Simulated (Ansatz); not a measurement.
The cluster ZrAg4⁺. Charge 1, multiplicity 2. Geometry r2SCAN-D4/def2-SVP, basis def2-TZVP, Ansatz.

Cartesian coordinates in Å:
```
Zr 0.9539 -0.3500 0.8975
Ag -1.0017 0.3570 -0.9432
Ag 1.6819 0.1950 -1.6777
Ag -1.0890 -2.0901 0.3808
Ag -0.5450 1.8882 1.3426
```

| run | HOMO (eV) | LUMO (eV) |
| --- | --- | --- |
| A | -8.64 | -7.63 |
| B | -8.43 | -7.79 |
| C | -10.94 | -4.90 |
| D | -9.26 | -6.98 |
| E | -8.54 | -7.96 |
| F | -8.90 | -7.35 |

In the def2 sets Ag, Zr take a core potential; there is no spin–orbit coupling. LC-ωPBE has ω = 0.4 bohr⁻¹. HSE06 is defined as in plane-wave codes, on full-range PBE exchange. No other spin state of charge 1 was run. Another isomer (doublet) lies 0.29 eV lower at PBE0-D4/def2-TZVP; other spin states weren't run for this one.

HOMO and LUMO are taken over both spins.

Q: The runs used HSE06, LC-ωPBE, PBE, PBE0, r2SCAN, revPBE. Estimate which is which.

A: A r2SCAN (0 % exact exchange); B revPBE (0 % exact exchange); C LC-ωPBE (range-separated); D PBE0 (25 % exact exchange); E PBE (0 % exact exchange); F HSE06 (range-separated). Exact exchange lowers occupied and raises empty levels; among semilocal functionals meta-GGAs tend to open the gap a little, and such runs are hard to tell apart. The gap grows from 0.58 eV (PBE) to 6.04 eV (LC-ωPBE). At r2SCAN-D4/def2-TZVP, LC-ωPBE/def2-TZVP the charge 1 doublet is spin-contaminated (final ⟨S²⟩ up to 0.87, 0.75 for a pure state).
